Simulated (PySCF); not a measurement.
**Trend along group 14: MH anions**

CCSD(T) with double-zeta basis sets in PySCF, for the lowest determinant that a PBE0 search found; no spin–orbit coupling. De refers to high-spin ground-configuration atoms (the charge goes to the atom of lower measured ionisation energy or higher electron affinity, which is not always the lowest computed limit).

```tsv
M	basis	reference, frozen orbitals	charged atom	state (unpaired electrons)	Re (Å)	ωe (cm⁻¹)	De (eV)
C	aug-pcseg-1	UHF, 1	C−	triplet (π ↑↑)	1.146	2631	3.32
Si	def2-SVPD	UHF, 5	Si−	triplet (π ↑↑)	1.567	1815	n/a
Ge	aug-cc-pVDZ-PP/aug-cc-pVDZ	UHF, 4	Ge−	triplet (π ↑↑)	1.637	1663	2.63
Pb	aug-cc-pVDZ/aug-cc-pVDZ-PP	UHF, 4	H−	triplet (π ↑↑)	1.904	1352	2.80
```

Problem. The row for M = Sn is missing. Estimate Re, ωe and De as the mean of the rows for Ge and Pb, and compare with the calculation.

Solution. The means are 1.770 Å, 1508 cm⁻¹ and 2.71 eV. UHF-CCSD(T) in aug-cc-pVDZ-PP/aug-cc-pVDZ gives SnH⁻ as a triplet (π ↑↑) with Re = 1.822 Å, ωe = 1489 cm⁻¹, De = 2.41 eV, so the estimate is off by -5.1 pm, +1 % and +0.30 eV.

The rows differ in basis set, which adds steps of its own.

Correlated steps freeze the inner cores (1 to 5 orbitals); shallow outer-core shells are correlated. Correlated levels converge slowly with the basis: in double zeta they bind strong bonds too weakly, by up to about 1 eV, and carry superposition errors of some tenths. Spin–orbit coupling is left out, which matters for elements this heavy, above all for dissociation energies. For an ion De counts to the pair picked by the measured ionisation energies or electron affinities, which need not be the lowest pair at this level. States were picked by a PBE0 search and need not be the measured ground states.
